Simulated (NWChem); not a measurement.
System: C2H5ClOSi; SMILES [SiH2](Cl)OC=C

The following NWChem deck was run.

```
start job
memory heap 200 mb stack 900 mb global 1100 mb
geometry units angstroms noautoz
  C      0.528248    -3.155728    -0.024874
  C      0.219089    -1.896417     0.321449
  O     -0.055019    -0.926448    -0.607060
  Si    -0.899130     0.500793    -0.341647
  Cl    -0.116789     1.492677     1.310359
  H      0.555006    -3.466211    -1.079687
  H      0.767992    -3.889420     0.756215
  H      0.198774    -1.562395     1.375950
  H     -0.692339     1.315475    -1.573024
  H     -2.343063     0.225819    -0.051540
end
basis spherical
  C library def2-svp
  O library def2-svp
  Si library def2-svp
  Cl library def2-svp
  H library def2-svp
end
dft
  xc b3lyp
  iterations 150
  mulliken
end
task dft energy
```

Geometry: optimised at PBE-D3(BJ)/def2-SVP. B3LYP is NWChem's, with the RPA form of VWN correlation.

Q: Give the results of this calculation. (B3LYP/def2-SVP.) Quantities: energy (Ha); highest occupied level (eV); orbital gap (eV); dipole (D).

A: The energy (Ha) is -903.87 and the highest occupied level (eV) is -6.75. The orbital gap (eV) is 6.86 and the dipole (D) is 0.84.
